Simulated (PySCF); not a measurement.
Geometries of 2 isomers of C5H8BN, from PBE0-D3(BJ)/def2-SVP geometry optimisation, gas phase (PySCF). One conformer each, no zero-point energy, no frequencies.

Question: Which is lower in electronic energy at this level?
A.
```xyz
15
angstrom
C     -2.183   -0.329    0.031
N     -0.732   -0.259    0.000
B      0.090   -1.418    0.233
C      1.586   -1.201    0.171
C      2.061    0.061   -0.099
C      1.175    1.148   -0.316
C     -0.179    0.957   -0.261
H     -2.489   -1.357    0.254
H     -2.594    0.336    0.806
H     -2.614   -0.038   -0.940
H     -0.473   -2.464    0.458
H      2.310   -2.006    0.331
H      3.137    0.260   -0.152
H      1.558    2.148   -0.529
H     -0.875    1.785   -0.426
```
B.
```xyz
15
angstrom
B     -1.907    0.205    0.070
N     -0.309    0.133    0.000
C      0.418    1.256   -0.072
C      1.805    1.236   -0.074
C      2.462    0.010   -0.005
C      1.699   -1.154    0.064
C      0.315   -1.051    0.061
H     -2.325   -0.811   -0.470
H     -2.178    0.232    1.268
H     -2.235    1.237   -0.500
H     -0.160    2.180   -0.128
H      2.357    2.175   -0.134
H      3.553   -0.039   -0.009
H      2.165   -2.139    0.114
H     -0.342   -1.921    0.107
```

Answer: A. That is `CN1BC=CC=C1`, 25.2 kcal/mol below the other.

```
           SMILES                         atoms numbered as above      E (Eh)  relative (kcal/mol)  relative (kJ/mol)  dipole (D)
      CN1BC=CC=C1  [CH3:1][N:2]1[BH:3][CH:4]=[CH:5][CH:6]=[CH:7]1  -274.46219                  0.0                0.0        2.27
[BH3-][n+]1ccccc1  [BH3-:1][n+:2]1[cH:3][cH:4][cH:5][cH:6][cH:7]1  -274.42207                 25.2              105.3        6.65
```
